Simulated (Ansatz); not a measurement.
Relaxation of Zr4 with RKS PBE0-D4/def2-SVP.

```sh
$ ansatz run in.yaml --threads 4 --pin off --events-out ev --progress --plain --max-ram 3916MiB
```

```yaml
crystal:
  periodic: [false, false, false]
  atoms:
    - {symbol: Zr, position_ang: [-0.833000, 0.756850, 0.044560]}
    - {symbol: Zr, position_ang: [-0.240610, 0.516390, 0.237540]}
    - {symbol: Zr, position_ang: [0.522810, -0.498960, -0.075860]}
    - {symbol: Zr, position_ang: [0.550800, -0.774290, -0.206240]}
basis:
  gaussian: {orbitals: def2-SVP}
hamiltonian: {xc: pbe0, dispersion: d4}
scf: {lower_state_search: "off"}
output: {orbitals: {seedname: orbitals}}
relax: {f_tol: 0.02, max_steps: 100}
```

It took 64 s on 4 threads of Arm Neoverse V2 on a shared host.

Positions (Å) and forces (eV/Å) at steps 1, 2, 3, 4, 5, 6, 7, 8, 9, 10, 11, 12, 13, 14, 15, 16, 17 of 17:

```xyz
4
step=1 energy=142.2118 eV
Zr   -0.833    0.757    0.045 -3296.838 1348.137 -1068.766
Zr   -0.241    0.516    0.238 3115.857 -1121.334 1136.123
Zr    0.523   -0.499   -0.076 -1723.692 18678.574 8883.369
Zr    0.551   -0.774   -0.206 1904.673 -18905.378 -8950.727
4
step=2 energy=-3424.8071 eV
Zr   -0.864    0.769    0.035 -2644.485 1072.444 -862.737
Zr   -0.211    0.506    0.248 2275.741 -649.323  985.110
Zr    0.506   -0.326    0.007   55.002 2659.659 1338.646
Zr    0.569   -0.950   -0.290  313.742 -3082.780 -1461.019
4
step=3 energy=-4432.8404 eV
Zr   -1.009    0.710   -0.089 -995.840  177.589 -533.228
Zr   -0.168    0.568    0.366  701.620  118.971  627.360
Zr    0.651   -0.253    0.105  475.532  894.012  651.025
Zr    0.526   -1.024   -0.382 -181.313 -1190.572 -745.158
4
step=4 energy=-4853.8478 eV
Zr   -1.082    0.616   -0.242 -296.263   -1.444 -220.775
Zr   -0.113    0.650    0.506   79.096  207.406  288.082
Zr    0.796   -0.201    0.220  354.832  120.428  193.547
Zr    0.398   -1.065   -0.485 -137.665 -326.390 -260.854
4
step=5 energy=-4996.3867 eV
Zr   -1.158    0.509   -0.383 -103.807  -14.996  -90.864
Zr   -0.105    0.748    0.606  -39.631  144.354  131.188
Zr    0.912   -0.155    0.316  209.496    1.829   72.067
Zr    0.351   -1.102   -0.539  -66.058 -131.187 -112.391
4
step=6 energy=-5072.6728 eV
Zr   -1.281    0.450   -0.510  -23.920   -0.121  -21.182
Zr   -0.045    0.858    0.750  -57.126   71.127   45.079
Zr    1.079   -0.126    0.412   98.900  -36.732    3.081
Zr    0.248   -1.182   -0.653  -17.854  -34.274  -26.978
4
step=7 energy=-5082.5385 eV
Zr   -1.222    0.488   -0.606  -18.083    1.523  -18.987
Zr   -0.154    0.774    0.873  -25.419   29.961   37.778
Zr    1.174   -0.093    0.240   77.656   17.492   11.468
Zr    0.201   -1.170   -0.508  -34.154  -48.976  -30.260
4
step=8 energy=-5102.9109 eV
Zr   -1.352    0.431   -0.731   -4.529    2.140   -4.073
Zr   -0.115    0.886    1.004  -11.677   12.022   12.141
Zr    1.351   -0.087    0.330   22.915   -0.105    0.023
Zr    0.116   -1.230   -0.604   -6.709  -14.057   -8.090
4
step=9 energy=-5107.9428 eV
Zr   -1.435    0.398   -0.850   -1.833    1.411   -1.305
Zr   -0.093    0.989    1.169   -3.150    2.984    3.414
Zr    1.493   -0.055    0.367    4.804   -1.293   -1.349
Zr    0.036   -1.331   -0.686    0.179   -3.102   -0.760
4
step=10 energy=-5108.9312 eV
Zr   -1.373    0.457   -1.001   -0.741    0.763   -1.753
Zr   -0.120    0.902    1.343   -0.697    0.090    2.193
Zr    1.557    0.073    0.229    2.642    1.206   -0.662
Zr   -0.064   -1.432   -0.571   -1.204   -2.059    0.223
4
step=11 energy=-5110.0983 eV
Zr   -1.266    0.459   -1.170   -0.856    2.927   -0.249
Zr   -0.134    0.821    1.495   -3.322    1.060    1.901
Zr    1.583    0.212    0.121    3.666    0.008   -2.329
Zr   -0.183   -1.492   -0.446    0.511   -3.995    0.676
4
step=12 energy=-5110.6755 eV
Zr   -1.140    0.472   -1.313   -0.366    1.501    0.763
Zr   -0.172    0.758    1.639   -1.647    0.230   -0.416
Zr    1.618    0.353    0.001    1.311   -0.443   -0.913
Zr   -0.307   -1.584   -0.327    0.703   -1.288    0.566
4
step=13 energy=-5111.0770 eV
Zr   -1.074    0.531   -1.134   -1.010    1.293   -0.171
Zr   -0.262    0.828    1.538   -0.882   -0.202   -0.201
Zr    1.626    0.323   -0.035    1.141   -0.596   -0.344
Zr   -0.290   -1.682   -0.369    0.751   -0.495    0.716
4
step=14 energy=-5111.3455 eV
Zr   -1.204    0.646   -1.052    0.253    0.150   -0.239
Zr   -0.384    0.816    1.410    0.145    0.291    0.477
Zr    1.757    0.172   -0.046   -0.548    0.084   -0.118
Zr   -0.169   -1.634   -0.311    0.149   -0.525   -0.120
4
step=15 energy=-5111.3907 eV
Zr   -1.142    0.653   -1.077   -0.153    0.016    0.013
Zr   -0.371    0.826    1.460   -0.018   -0.041   -0.098
Zr    1.684    0.203   -0.076    0.135   -0.075    0.060
Zr   -0.172   -1.682   -0.307    0.035    0.100    0.025
4
step=16 energy=-5111.3936 eV
Zr   -1.170    0.656   -1.064    0.042    0.005   -0.052
Zr   -0.375    0.834    1.442    0.009   -0.007    0.070
Zr    1.702    0.181   -0.062   -0.010    0.057   -0.030
Zr   -0.156   -1.670   -0.316   -0.041   -0.055    0.012
4
step=17 energy=-5111.3949 eV
Zr   -1.160    0.655   -1.071   -0.001   -0.001    0.000
Zr   -0.374    0.828    1.448    0.002    0.003    0.000
Zr    1.698    0.190   -0.067   -0.001    0.000    0.002
Zr   -0.164   -1.673   -0.309    0.000   -0.001   -0.003
```

In the def2 sets Zr takes a core potential; there is no spin–orbit coupling. The restricted singlet is unstable towards broken spin symmetry at other levels; at PBE0-D4/def2-SVP this wasn't settled. At PBE0-D4/def2-SVP a quintet of charge 0 lies 0.83 eV below the restricted singlet, each at its own geometry. The structure comes from a short search, and lower isomers may exist.
